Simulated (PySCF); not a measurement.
Stepwise substitution at one centre (Al CH3-H). All species are isolated molecules in the gas phase. Strings in code marks are SMILES.

The dipole moment from two functionals at the same geometries (B3LYP-D3(BJ)/def2-TZVP), both in PySCF: PBE-D3(BJ)/def2-TZVP and TPSSh-D3(BJ)/def2-TZVP. 

```
species                                               PBE-D3(BJ)/def2-TZVP (D)
----------------------------------------------------  ------------------------
0 of 3 CH3 replaced by H (`[Al]([CH3])([CH3])[CH3]`)                      0.01
1 of 3 CH3 replaced by H                                                  0.69
2 of 3 CH3 replaced by H                                                  0.77
3 of 3 CH3 replaced by H (`[AlH3]`)                                       0.00
```

Question: What does TPSSh-D3(BJ)/def2-TZVP give for each?

Answer: 
- 0 of 3 CH3 replaced by H (`[Al]([CH3])([CH3])[CH3]`): 0.00
- 1 of 3 CH3 replaced by H: 0.64
- 2 of 3 CH3 replaced by H: 0.72
- 3 of 3 CH3 replaced by H (`[AlH3]`): 0.00
Over these rows, drawn at random from the members with no instability flagged (it was tested for open shells, ions and some series alone), PBE minus TPSSh-D3(BJ): mean +0.03 D, from 0.00 D to +0.06 D.
